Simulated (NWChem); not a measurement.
Species: SiHOICl$_{2}$; SMILES O[Si](Cl)(Cl)I

```xyz
6

O     -1.9897     0.9215     0.0000
Si    -0.3355     0.8179     0.0000
Cl     0.4653     1.7473     1.6645
Cl     0.4653     1.7473    -1.6645
I      0.1960    -1.5537     0.0000
H     -2.3488     1.8287     0.0000
```
Atoms are numbered in this order, from 1.

Results from NWChem. STO-3G and 3-21G are far too small for this property and stand as cheap habits. Coordinates come from a PBE-D3(BJ)/def2-SVP optimisation. def2 effective core potentials on I; no spin-orbit coupling. Field at 589 nm.

For level B3LYP/STO-3G (all-electron, non-relativistic):

```yaml
isotropic polarisability (bohr³): 33.7
anisotropy (bohr³): 26.4
```

Task: How do the values read with level B3LYP/def2-SVP (core potentials) instead?

Result: 
| Quantity | Value |
|---|---|
| isotropic polarisability (bohr³) | 66.4 |
| anisotropy (bohr³) | 30.6 |
